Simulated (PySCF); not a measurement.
Compound: C₆H₈SSi₂.
Bonds: C1–C2 (aromatic), C2–C3 (aromatic), C3–C4 (aromatic), C4–C5 (aromatic), C5–C6 (aromatic), C5–Si7, Si7–Si8, Si8–S9, C1–C6 (aromatic), C4–S9. Hydrogens: H10 on C1; H11 on C2; H12 on C3; H13 on C6; H14, H15 on Si7; H16, H17 on Si8.

Definitions: NICS(0) = −σiso at the ring centroid; NICS(1) = −σiso and NICS(1)zz = −σzz at ±1 Å along the ring normal z. Level: GIAO PBE0/pcSseg-1 (PySCF, non-relativistic, gas phase) on the GFN2-xTB geometry, one conformer.

Ring bond lengths (Å), with Mayer bond orders in brackets: C1–C2 1.386 (1.41), C2–C3 1.380 (1.46), C3–C4 1.391 (1.39), C4–C5 1.399 (1.32), C5–C6 1.392 (1.44), C6–C1 1.381 (1.45); C4–C5 1.399 (1.32), C5–Si7 1.888 (0.87), Si7–Si8 2.302 (0.90), Si8–S9 2.167 (0.90), S9–C4 1.774 (1.11).

Problem. What do the NICS probes read (ppm)?

Solution. 
| ring | type | NICS(0) | NICS(1), two faces | NICS(1)zz, two faces | rms pucker (Å) | centre to ring atoms, mean (Å) |
| --- | --- | --- | --- | --- | --- | --- |
| C1–C2–C3–C4–C5–C6 | 6-membered carbocycle; formal bonds all aromatic | -7.3 | -10.3 / -10.4 | -25.2 / -25.2 | 0.00 | 1.39 |
| C4–C5–Si7–Si8–S9 | 5-membered ring with S and 2 Si; formal bonds 1 aromatic, 4 single | -2.1 | -2.1 / -2.1 | 3.4 / 3.4 | 0.00 | 1.61 |

Problem. What can be read from them?

Solution. 
- C1–C2–C3–C4–C5–C6: mean NICS(1)zz -25.2 ppm, shielded, aromatic by this magnetic criterion (flat ring, no four-coordinate atom), though in fused rings the probe also feels the neighbouring ring.
- C4–C5–Si7–Si8–S9: mean NICS(1)zz 3.4 ppm, deshielded. Si7, Si8 have four or more neighbours, and the NICS criterion for π rings isn't applied.

Problem. What does the geometric index give? Use HOMA with the parameters of Krygowski (1993).

Solution. 
- C1–C2–C3–C4–C5–C6: HOMA 0.99 = 1 − EN − GEO, with mean bond length 1.388 Å, EN = α(Ropt − mean)² = 0.000 and GEO = α × variance = 0.011. The geometric and the magnetic index point the same way.

Problem. List the ring angles and the Hirshfeld charges of the ring atoms.

Solution. 
- C1–C2–C3–C4–C5–C6: C1 119.4° (-0.055 e), C2 120.0° (-0.039 e), C3 120.4° (-0.060 e), C4 120.5° (-0.012 e), C5 117.8° (-0.110 e), C6 121.9° (-0.045 e); sum 720.0° against 720° for a flat convex ring.
- C4–C5–Si7–Si8–S9: C4 123.8° (-0.012 e), C5 120.5° (-0.110 e), Si7 96.9° (+0.249 e), Si8 96.9° (+0.230 e), S9 101.9° (-0.080 e); sum 540.0° against 540° for a flat convex ring.

Problem. How shielded are the nuclei of the rings and their hydrogens (means over atoms taken as equivalent)?

Solution. 
```
   atoms                  environment  σ isotropic (ppm)  principal values of the symmetric part, first atom (ppm)
      C1           aromatic CH carbon               59.6                                        -46.3, 46.5, 178.6
      C2           aromatic CH carbon               51.1                                        -58.4, 35.6, 176.0
      C3           aromatic CH carbon               53.4                                        -52.8, 49.7, 163.4
      C4  substituted aromatic carbon               30.0                                        -68.9, 26.6, 132.5
      C5  substituted aromatic carbon               53.4                                        -34.9, 32.5, 162.6
      C6           aromatic CH carbon               46.1                                        -67.6, 35.5, 170.2
     Si7                 SiH2 silicon              404.9                                       328.6, 414.0, 472.2
     Si8                 SiH2 silicon              411.2                                       375.5, 395.4, 462.7
      S9    sulfur bonded to C and Si              548.4                                       366.4, 403.9, 875.0
     H10            aromatic hydrogen              24.50                                          21.2, 25.4, 26.9
     H11            aromatic hydrogen              24.26                                          21.0, 24.9, 26.9
     H12            aromatic hydrogen              24.09                                          19.4, 23.0, 29.9
     H13            aromatic hydrogen              23.89                                          19.1, 23.4, 29.2
H14 (×2)                Si–H hydrogen              26.73                                          22.6, 25.1, 32.5
```

The list is cut; further classes of hydrogen are left out.
